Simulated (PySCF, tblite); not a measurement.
Isomers of C7H8F2, one GFN2-xTB conformer each. Single-point energies are computed at PBE0/pcSseg-1 (PySCF, gas phase, no added dispersion term), electronic only.

| SMILES | GFN2-xTB relative energy (kcal/mol) |
| --- | --- |
| C=C1C=C(F)C[C@@H](F)C1 | 0.0 |
| C=C(C)[C@]1(CF)C=C1F | 62.4 |
| C#CC[C@@H](C)C=C(F)F | 40.8 |

Conformers: `[CH2:1]=[C:2]1[CH:3]=[C:4]([F:5])[CH2:6][C@@H:7]([F:8])[CH2:9]1` with C1–C2–C3–C4 -174°, C3–C4–C6–C7 20°, C4–C6–C7–F8 -170°, C6–C7–C9–C2 60°; `[CH2:1]=[C:2]([CH3:3])[C@:4]1([CH2:5][F:6])[CH:7]=[C:8]1[F:9]` with C1–C2–C4–C5 -3°, C2–C4–C5–F6 -178°; `[CH:1]#[C:2][CH2:3][C@@H:4]([CH3:5])[CH:6]=[C:7]([F:8])[F:9]` with C2–C3–C4–C5 -60°, C3–C4–C6–C7 116°.

What does PBE0/pcSseg-1 give for the same structures?

```json
{"SMILES": "C=C1C=C(F)C[C@@H](F)C1", "PBE0/pcSseg-1 E (Eh)": "-470.65375", "PBE0/pcSseg-1 (kcal/mol)": "0.0", "GFN2-xTB (kcal/mol)": "0.0", "point group": "C1"}
{"SMILES": "C#CC[C@@H](C)C=C(F)F", "PBE0/pcSseg-1 E (Eh)": "-470.58355", "PBE0/pcSseg-1 (kcal/mol)": "44.0", "GFN2-xTB (kcal/mol)": "40.8", "point group": "C1"}
{"SMILES": "C=C(C)[C@]1(CF)C=C1F", "PBE0/pcSseg-1 E (Eh)": "-470.54780", "PBE0/pcSseg-1 (kcal/mol)": "66.5", "GFN2-xTB (kcal/mol)": "62.4", "point group": "C1"}
```

Both levels put the same isomer lowest; measured from each level's own lowest isomer, the values differ by up to 4.1 kcal/mol (C=C(C)[C@]1(CF)C=C1F: 62.4 against 66.5). As drawn, the highest has a three-membered ring and a quaternary carbon, which the lowest lacks.

Which frontier levels, dipoles and rotational constants go with these structures?

```
                SMILES  HOMO (eV, PBE0/pcSseg-1)  LUMO (eV)  dipole (D)       A, B, C (MHz)
C=C1C=C(F)C[C@@H](F)C1                     -6.69      -0.80        1.00   1807, 1635, 885.9
  C#CC[C@@H](C)C=C(F)F                     -7.39       0.66        1.47  2697, 871.0, 773.9
  C=C(C)[C@]1(CF)C=C1F                     -7.30      -0.06        1.98   1959, 1465, 998.0
```

What happens when harmonic zero-point energies from GFN2-xTB frequencies are added?

| SMILES | ZPE (kcal/mol) | electronic (kcal/mol) | with ZPE (kcal/mol) |
| --- | --- | --- | --- |
| C=C1C=C(F)C[C@@H](F)C1 | 82.4 | 0.0 | 0.0 |
| C#CC[C@@H](C)C=C(F)F | 80.3 | 44.0 | 42.0 |
| C=C(C)[C@]1(CF)C=C1F | 80.1 | 66.5 | 64.2 |

The zero-point energies span 2.3 kcal/mol. The order is unchanged.
